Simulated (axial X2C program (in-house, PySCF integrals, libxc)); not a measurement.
# Ionising PbS

Calculated with an axial X2C code built on PySCF integrals, spin-free (one-electron X2C) or two-component (2c: spin–orbit coupling with atomic mean-field Coulomb and Gaunt terms, which also bring small scalar terms), in Dyall basis sets with cores contracted in-house; open shells are unrestricted.

Basis sets: Pb dyall-cv3z, S dyall-av3z. Frozen shells (counts by l): PbS Pb 5s4p3d1f, S 2s1p, 10 electrons correlated; PbS⁺ Pb 5s4p3d1f, S 2s1p, 9 electrons correlated. Coupled cluster in natural virtuals with an MP2 remainder. Where the outer core of a metal is frozen, bonds come out longer and ionisation energies lower.

| Hamiltonian | level | PbS state | Re (Å) | ωe (cm⁻¹) | De (eV) |
| --- | --- | --- | --- | --- | --- |
| spin-free | HF | M_S = 0, Λ = 0 | 2.265 | 481.3 | 2.11 |
| spin-free | PBE0 | M_S = 0, Λ = 0 | 2.282 | 452.2 | 4.60 |
| spin-free | MP2 | M_S = 0, Λ = 0 | 2.314 | 436.3 | 4.65 |
| spin-free | CCSD | M_S = 0, Λ = 0 | 2.300 | 449.5 | 4.15 |
| spin-free | CCSD(T) | M_S = 0, Λ = 0 | 2.319 | 427.4 | 4.46 |

Adiabatic ionisation energy (minimum to minimum, no zero-point term) and constants of PbS⁺:

```
Hamiltonian    level        PbS⁺ state  IE (eV)  Re (Å)  ωe (cm⁻¹)  De (eV)  fragments
  spin-free       HF  M_S = 1/2, Λ = 1     7.40   2.453      362.7     1.28    Pb+ + S
  spin-free     PBE0  M_S = 1/2, Λ = 1     8.78   2.452      354.7     2.84    Pb+ + S
  spin-free      MP2  M_S = 1/2, Λ = 1     8.88   2.469      353.5     2.61    Pb+ + S
  spin-free     CCSD  M_S = 1/2, Λ = 1     8.55   2.471      351.6     2.47    Pb+ + S
  spin-free  CCSD(T)  M_S = 1/2, Λ = 1     8.73   2.481      345.0     2.62    Pb+ + S
```

Problem. Add the zero-point terms to the ionisation energy at CCSD(T), spin-free, and say whether the electron removed was bonding.

Solution. IE0 = IE + (ωe⁺ − ωe)/2 = 8.73 + (-0.005) = 8.72 eV. Re changes by 0.162 Å, so the bond lengthens, as on loss of a bonding electron.

Problem. Close the cycle De(PbS⁺) + IE(PbS) = De(PbS) + IE(Pb) to find the atomic ionisation energy at CCSD(T), spin-free.

Solution. IE(Pb) = 2.62 + 8.73 − 4.46 = 6.89 eV, for the determinants used.

Each entry is the lowest single determinant of a limited PBE0 search at one distance. De goes to single-determinant-based atoms at the same level (for ions the charge split of lowest energy) and is withheld (n/a) where an atom does not fit its ground term or J level. Main or longest-lived isotopes. One determinant is a doubtful description, or other states lie close, for PbS; these need not be ground states, and all values refer to the states named. The functionals have no current term, which raises determinants with orbital currents.
